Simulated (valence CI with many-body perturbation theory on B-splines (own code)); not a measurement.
## Forbidden lines of Ba XXXV

Method: valence CI with perturbative core correlation (CI+MBPT): four valence electrons over a frozen Dirac-Fock core [Ar], radial functions for each j: 9 s, 9 p, 10 d, 8 f, 5 g, 3 h, 1 i, with the one-electron correlation potential Σ1, the two-electron term Σ2, the three-electron term Σ3, Breit, model QED; selected CI, second order for the rest (own B-spline code, finite nucleus).

No measured spectrum was set against this ion. As an estimate, large intervals hold to a few tenths of a per cent, small ones and those within an open d or f shell to about a per cent. Only levels of the ground parity were solved; by the run's estimate the other parity begins above the list, which can be wrong where configurations are misplaced.

Lines 1 to 50 of 120 in falling wavelength, among levels below 915770 cm⁻¹, chosen from the decays that carry over 1 % of a level's rate. Wavelengths and rates use the calculated energies. Electric multipoles are in the length gauge, E1 and E2 with the static RPA response of the core. S is in atomic units (e²a₀⁴ for E2 and M2, e²a₀⁶ for E3), for M1 in squared Bohr magnetons. Weak lines are less certain than strong ones. Lines between different terms over intervals too small for the method are left out, as are lines whose strength nearly cancels. The highest levels of a list are the least certain.

Levels are named by their leading jj configuration (3d3/2^4 stands for four electrons in 3d with j = 3/2), which in mixed levels can hold well under half, so a name can repeat and another be missing. Letters in brackets count levels of one name in rising energy.

```
λ vac (Å)                      Upper                      Lower  Type   A (s⁻¹)  S (a.u.)
     8845        (3d3/2^3 3d5/2) J=3        (3d3/2^3 3d5/2) J=4    M1  2.06e+01  3.70e+00
     7167        (3d3/2^3 3d5/2) J=4        (3d3/2^3 3d5/2) J=2    E2  3.25e-06  4.94e-04
     6052      (3d3/2^2 3d5/2^2) J=6      (3d3/2^2 3d5/2^2) J=5    M1  4.13e+01  4.42e+00
     3959        (3d3/2^3 3d5/2) J=3        (3d3/2^3 3d5/2) J=2    M1  4.34e+02  6.99e+00
     2735  (3d3/2^2 3d5/2^2) J=2 [b]      (3d3/2^2 3d5/2^2) J=1    M1  4.93e+02  1.87e+00
     2534      (3d3/2^2 3d5/2^2) J=5  (3d3/2^2 3d5/2^2) J=4 [a]    M1  6.54e+02  4.34e+00
     2465  (3d3/2^2 3d5/2^2) J=4 [b]      (3d3/2^2 3d5/2^2) J=5    M1  1.51e+02  7.54e-01
     1800        (3d3/2^3 3d5/2) J=2        (3d3/2^3 3d5/2) J=1    M1  5.77e+03  6.23e+00
     1604  (3d3/2^2 3d5/2^2) J=4 [b]  (3d3/2^2 3d5/2^2) J=3 [a]    M1  2.46e+03  3.39e+00
     1549      (3d3/2^2 3d5/2^2) J=1  (3d3/2^2 3d5/2^2) J=0 [a]    M1  4.07e+03  1.68e+00
     1412  (3d3/2^2 3d5/2^2) J=3 [b]  (3d3/2^2 3d5/2^2) J=3 [a]    M1  5.56e+02  4.07e-01
     1367  (3d3/2^2 3d5/2^2) J=2 [b]  (3d3/2^2 3d5/2^2) J=2 [a]    M1  2.46e+03  1.17e+00
     1273  (3d3/2^2 3d5/2^2) J=2 [d]  (3d3/2^2 3d5/2^2) J=2 [c]    M1  6.82e+02  2.61e-01
     1255    (3d3/2 3d5/2^3) J=3 [c]    (3d3/2 3d5/2^3) J=2 [a]    M1  5.16e+03  2.65e+00
     1250  (3d3/2^2 3d5/2^2) J=4 [b]  (3d3/2^2 3d5/2^2) J=4 [a]    M1  6.25e+02  4.07e-01
     1137    (3d3/2 3d5/2^3) J=3 [b]    (3d3/2 3d5/2^3) J=3 [a]    M1  3.15e+03  1.20e+00
     1130  (3d3/2^2 3d5/2^2) J=3 [b]  (3d3/2^2 3d5/2^2) J=4 [a]    M1  5.35e+02  2.00e-01
     1111  (3d3/2^2 3d5/2^2) J=4 [a]        (3d3/2^3 3d5/2) J=3    M1  5.01e+03  2.30e+00
     1072    (3d3/2 3d5/2^3) J=3 [a]  (3d3/2^2 3d5/2^2) J=4 [b]    M1  3.51e+03  1.12e+00
     1015  (3d3/2^2 3d5/2^2) J=2 [c]      (3d3/2^2 3d5/2^2) J=1    M1  1.60e+03  3.09e-01
    987.6    (3d3/2 3d5/2^3) J=1 [b]        (3d3/2 3d5/2^3) J=0    M1  3.41e+03  3.65e-01
    987.3  (3d3/2^2 3d5/2^2) J=4 [a]        (3d3/2^3 3d5/2) J=4    M1  3.10e+04  9.97e+00
    974.3    (3d3/2 3d5/2^3) J=4 [a]      (3d3/2^2 3d5/2^2) J=5    M1  4.14e+03  1.28e+00
    971.5        (3d3/2^3 3d5/2) J=1              (3d3/2^4) J=0    M1  3.27e+04  3.34e+00
    935.0    (3d3/2 3d5/2^3) J=2 [a]  (3d3/2^2 3d5/2^2) J=2 [c]    M1  1.26e+04  1.91e+00
    928.8  (3d3/2^2 3d5/2^2) J=3 [a]        (3d3/2^3 3d5/2) J=3    M1  2.50e+04  5.20e+00
    897.3    (3d3/2 3d5/2^3) J=3 [b]  (3d3/2^2 3d5/2^2) J=2 [c]    M1  1.48e+03  2.77e-01
    888.0    (3d3/2 3d5/2^3) J=1 [b]  (3d3/2^2 3d5/2^2) J=2 [d]    M1  2.10e+04  1.63e+00
    879.3    (3d3/2 3d5/2^3) J=1 [a]  (3d3/2^2 3d5/2^2) J=2 [b]    M1  9.39e+03  7.10e-01
    848.2  (3d3/2^2 3d5/2^2) J=4 [c]  (3d3/2^2 3d5/2^2) J=3 [b]    M1  1.95e+03  3.98e-01
    843.8        (3d3/2 3d5/2^3) J=5  (3d3/2^2 3d5/2^2) J=4 [b]    M1  2.03e+04  4.97e+00
    840.5  (3d3/2^2 3d5/2^2) J=3 [a]        (3d3/2^3 3d5/2) J=4    M1  4.79e+02  7.38e-02
    803.8    (3d3/2 3d5/2^3) J=4 [a]  (3d3/2^2 3d5/2^2) J=3 [a]    M1  7.96e+03  1.38e+00
    791.3  (3d3/2^2 3d5/2^2) J=4 [c]  (3d3/2^2 3d5/2^2) J=4 [b]    M1  9.40e+02  1.55e-01
    769.7  (3d3/2^2 3d5/2^2) J=2 [a]        (3d3/2^3 3d5/2) J=2    M1  2.02e+04  1.71e+00
    768.8    (3d3/2 3d5/2^3) J=3 [c]  (3d3/2^2 3d5/2^2) J=4 [c]    M1  1.97e+04  2.33e+00
    752.3  (3d3/2^2 3d5/2^2) J=3 [a]        (3d3/2^3 3d5/2) J=2    M1  2.00e+04  2.21e+00
    739.9  (3d3/2^2 3d5/2^2) J=2 [c]  (3d3/2^2 3d5/2^2) J=2 [a]    M1  7.35e+03  5.52e-01
    717.2    (3d3/2 3d5/2^3) J=1 [b]    (3d3/2 3d5/2^3) J=1 [a]    M1  4.44e+03  1.82e-01
    714.8  (3d3/2^2 3d5/2^2) J=2 [d]  (3d3/2^2 3d5/2^2) J=3 [b]    M1  1.04e+04  7.02e-01
    711.5  (3d3/2^2 3d5/2^2) J=2 [d]  (3d3/2^2 3d5/2^2) J=2 [b]    M1  1.12e+04  7.48e-01
    710.5      (3d3/2^2 3d5/2^2) J=5        (3d3/2^3 3d5/2) J=4    M1  2.14e+04  3.14e+00
    703.8    (3d3/2 3d5/2^3) J=4 [a]  (3d3/2^2 3d5/2^2) J=4 [a]    M1  6.30e+04  7.33e+00
    701.5        (3d3/2 3d5/2^3) J=5      (3d3/2^2 3d5/2^2) J=6    M1  1.32e+04  1.86e+00
    694.4    (3d3/2 3d5/2^3) J=4 [b]        (3d3/2 3d5/2^3) J=5    M1  2.35e+03  2.63e-01
    665.4  (3d3/2^2 3d5/2^2) J=0 [b]    (3d3/2 3d5/2^3) J=1 [a]    M1  1.12e+04  1.22e-01
    665.4    (3d3/2 3d5/2^3) J=1 [a]      (3d3/2^2 3d5/2^2) J=1    M1  3.34e+04  1.09e+00
    662.1        (3d3/2 3d5/2^3) J=6      (3d3/2^2 3d5/2^2) J=6    M1  2.64e+04  3.70e+00
    642.5    (3d3/2 3d5/2^3) J=3 [a]  (3d3/2^2 3d5/2^2) J=3 [a]    M1  5.11e+04  3.52e+00
    635.9      (3d3/2^2 3d5/2^2) J=6        (3d3/2^3 3d5/2) J=4    E2  4.21e-01  5.08e-04
```
